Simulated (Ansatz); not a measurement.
Cartesian coordinates (Å):
```xyz
6

N      1.4070     0.6903     0.0661
C      0.2276     0.2999    -0.0704
C     -0.9550    -0.4413    -0.0566
N     -1.0315     0.7324    -0.5822
H      1.9860    -0.0137     0.5192
H     -1.6341    -1.2675     0.1240
```
Charge 0, multiplicity 1.

All values below come from frozen-core CCSD(T)/cc-pVQZ // B3LYP-D3(BJ)/def2-TZVP run with Ansatz (an electronic-structure program).

```json
{
  "HF energy": "-185.76781 Ha",
  "MP2 correlation energy": "-0.74039 Ha"
}
```

Question: Estimate the CCSD correlation energy, the (T) correction, the total energy and the T1 diagnostic.

Answer: 
| Property | Value |
|---|---|
| CCSD correlation energy | -0.74091 Ha |
| (T) correction | -0.04050 Ha |
| CCSD(T) total energy | -186.54922 Ha |
| T1 diagnostic | 0.015 |
